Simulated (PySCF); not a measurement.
## Calculated data, CH$_{3}$AlBN, BFH$_{5}$Si$_{2}$, FHOSi$_{2}$, CH$_{6}$AlN$_{2}$

Calculation on a computer-drawn molecule: the log of a Hartree-Fock and frozen-core CCSD(T) single point meant for a local Hartree-Fock minimum, with one planted fault or none, to be diagnosed. Offsets are logged minus clean, where the clean run is the same molecule without the fault. The reference is restricted for singlets and unrestricted otherwise, and also for a bond in bohr or an excited solution. Adding or removing an electron swaps singlet and doublet. The excited solution moves the top pair (singlet) or top alpha electron (doublet) to the lowest empty orbital. Highest occupied and lowest empty are orbital energies over both spins, largest force is the largest gradient component, triples share is (T) over the correlation energy, the T1 limit is 0.02 restricted and 0.045 unrestricted, electrons count all cores, a negative frequency is imaginary (commonest isotopes), and the dipole is about the centre of nuclear charge. Program: PySCF 2.14.0.

Common to all runs: meant basis cc-pV(D+d)Z; logged SCF converged yes; possible faults no fault, one electron removed, one electron added, multiplicity raised by two, geometry at a saddle point, SCF held on an excited solution, minimal basis STO-3G, one bond length entered in bohr, all coordinates scaled.

(1) 
```xyz
7
formula=CH3AlBN meant_charge=0 meant_multiplicity=1 logged_electrons=34 logged_basis_functions=80 logged_spin_squared=0 logged_highest_occupied=-6.9256 logged_lowest_empty=0.30675 logged_largest_force=0.06148 logged_T1_diagnostic=0.017751 logged_D1_diagnostic=0.049112 logged_triples_share=0.03883 logged_CC_converged=yes logged_dipole_magnitude=1.2351 logged_SCF_stable_within_its_kind=yes logged_energy_HF=-360.52339 logged_energy_CCSD(T)=-361.01773 planted_fault=all_coordinates_scaled,by_+8.5_% HF_energy_offset_from_clean_run=25.77 CCSD(T)_energy_offset_from_clean_run=15.15
N     -1.0941     0.5036    -1.0716
C     -0.3222    -0.4382    -0.1667
B     -0.7083    -1.5527     0.8193
Al    -1.0417    -3.2612     2.4232
H     -0.5805     0.7087    -2.0088
H     -2.1065     0.1683    -1.2843
H      0.8455    -0.2299    -0.1557
```

Units: logged_highest_occupied, logged_lowest_empty in eV; logged_largest_force in hartree/bohr; logged_dipole_magnitude in debye; logged_energy_HF, logged_energy_CCSD(T) in hartree; HF_energy_offset_from_clean_run, CCSD(T)_energy_offset_from_clean_run in kcal/mol.

Drawn bonds:
```tsv
atom	other atom	order
1	2	1
2	3	2
3	4	1
1	5	1
1	6	1
2	7	1
```

(2) 
```xyz
9
formula=BFH5Si2 meant_charge=1 meant_multiplicity=1 logged_electrons=46 logged_basis_functions=99 logged_spin_squared=0 logged_highest_occupied=-15.674 logged_lowest_empty=-5.669 logged_largest_force=0.078791 logged_T1_diagnostic=0.018136 logged_D1_diagnostic=0.05862 logged_triples_share=0.026383 logged_CC_converged=yes logged_dipole_magnitude=3.4632 logged_SCF_stable_within_its_kind=yes logged_energy_HF=-704.59618 logged_energy_CCSD(T)=-705.1125 planted_fault=all_coordinates_scaled,by_+9.1_% HF_energy_offset_from_clean_run=32.95 CCSD(T)_energy_offset_from_clean_run=26.46
F     -2.5541     0.0105     0.4613
B     -1.2961    -0.0701    -0.2034
Si     0.5158     0.3596     1.0908
Si     1.6286     2.6717     1.6803
H     -1.1838    -0.3596    -1.4633
H      1.2112    -0.9558     1.7058
H      1.5661     2.7067     3.2837
H      3.1127     2.5200     1.0872
H      0.7399     3.7910     0.9569
```

Units: logged_highest_occupied, logged_lowest_empty in eV; logged_largest_force in hartree/bohr; logged_dipole_magnitude in debye; logged_energy_HF, logged_energy_CCSD(T) in hartree; HF_energy_offset_from_clean_run, CCSD(T)_energy_offset_from_clean_run in kcal/mol.

Drawn bonds:
```tsv
atom	other atom	order
1	2	1
2	3	1
3	4	1
2	5	1
3	6	1
4	7	1
4	8	1
4	9	1
```

(3) 
```xyz
5
formula=FHOSi2 meant_charge=0 meant_multiplicity=1 logged_electrons=46 logged_basis_functions=79 logged_spin_squared=2.0126 logged_highest_occupied=-9.4767 logged_lowest_empty=-1.3225 logged_largest_force=0.035068 logged_T1_diagnostic=0.025954 logged_D1_diagnostic=0.11283 logged_triples_share=0.029125 logged_CC_converged=yes logged_dipole_magnitude=4.7503 logged_SCF_stable_within_its_kind=yes logged_energy_HF=-752.73488 logged_energy_CCSD(T)=-753.29682 planted_fault=multiplicity_raised_by_two HF_energy_offset_from_clean_run=14.78 CCSD(T)_energy_offset_from_clean_run=26.95
O     -2.7966    -1.2396    -0.8827
Si    -2.2004    -0.0992    -0.1298
F     -0.8686    -0.1960     0.7554
Si    -2.9580     2.1591    -0.0613
H     -3.7522     1.8402     1.1852
```

Units: logged_highest_occupied, logged_lowest_empty in eV; logged_largest_force in hartree/bohr; logged_dipole_magnitude in debye; logged_energy_HF, logged_energy_CCSD(T) in hartree; HF_energy_offset_from_clean_run, CCSD(T)_energy_offset_from_clean_run in kcal/mol.

Drawn bonds:
```tsv
atom	other atom	order
1	2	2
2	3	1
2	4	1
4	5	1
```

(4) 
```xyz
10
formula=CH6AlN2 meant_charge=0 meant_multiplicity=2 logged_electrons=39 logged_basis_functions=95 logged_spin_squared=0.822 logged_highest_occupied=-1.8638 logged_lowest_empty=-0.73949 logged_largest_force=0.099864 logged_dipole_magnitude=8.1739 logged_SCF_stable_within_its_kind=no logged_energy_HF=-392.01202 planted_fault=SCF_held_on_an_excited_solution HF_energy_offset_from_clean_run=109.7
N     -0.1544    -2.1809     2.5486
C     -0.1778    -0.8440     2.1582
Al    -1.3872     0.0111     0.9372
N     -2.7341    -0.8663     0.1932
H      0.3108    -2.3839     3.4125
H     -1.0232    -2.6740     2.4864
H      0.6790    -0.2955     2.5486
H     -1.2153     1.5440     0.5922
H     -3.4000    -0.4474    -0.4291
H     -2.9376    -1.8440     0.2805
```

Units: logged_highest_occupied, logged_lowest_empty in eV; logged_largest_force in hartree/bohr; logged_dipole_magnitude in debye; logged_energy_HF in hartree; HF_energy_offset_from_clean_run in kcal/mol.

Drawn bonds:
```tsv
atom	other atom	order
1	2	1
2	3	1
3	4	1
1	5	1
1	6	1
2	7	1
3	8	1
4	9	1
4	10	1
```

Notes: coupled-cluster numbers left out as unreliable.
